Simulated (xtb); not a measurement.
CuI, singlet, geometry from GFN2-xTB (such geometries of metal compounds can be far from the true shape). Base run: GFN0-xTB run with xtb.

Geometry (Å):
```xyz
2

Cu     0.0000     0.0000    -1.5541
I      0.0000     0.0000     0.8503
```
Charge 0, spin multiplicity 1.
All else is at xtb's defaults.
Base energy -8.10786 Eh.

Each row names what was changed in the base input (with any setting that the change needs).

```
change         ΔE vs base (mEh)  HOMO-LUMO gap (eV)
-------------  ----------------  ------------------
base                      0.000                3.72
etemp = 10000        (withheld)                3.72
file = coord              0.000                3.72
acc = 0.1                 0.000                3.72
acc = 0.0001              0.000                3.72
```

Question: Fill in the missing entries.

Answer: 
- etemp = 10000, ΔE vs base (mEh): -32.309
